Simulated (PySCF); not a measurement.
## Dipole response of Co⁺ (cobalt, charge +1)

[Ar] 3d8, high-spin 3F determinant. Calculation: PySCF 2.14, in aug-cc-pVTZ with one added diffuse shell each of s, p, d, f, g type (9s8p6d4f3g, 118 functions); no relativity, point nucleus. Coupled (time-dependent) response in atomic units; α is the mean over directions.

```tsv
method	mean α (bohr³)	C₆ (like pair)	S(−4)
PBE0	8.999	31.57	77.51
```

S(−4) is the Cauchy moment in α(ω) = α(0) + S(−4) ω² + …

α(iu) at PBE0:

| u (hartree) | α(iu) (bohr³) |
| --- | --- |
| 0 | 8.999 |
| 0.0500 | 8.812 |
| 0.100 | 8.322 |
| 0.200 | 7.012 |
| 0.300 | 5.838 |
| 0.500 | 4.269 |
| 0.750 | 3.156 |
| 1.00 | 2.477 |
| 1.50 | 1.684 |
| 2.00 | 1.237 |
| 3.00 | 0.7600 |
| 5.00 | 0.3774 |

A single London oscillator, α(iu) = α/(1 + u²/ω²), gives C₆ = (3/4) ω α². Matching the computed C₆ needs ω = 4 × 31.57 / (3 × 8.999²) = 0.520 hartree.

For an ion, C₆ is the dispersion term alone; charge-induced terms of lower order in 1/R come first.
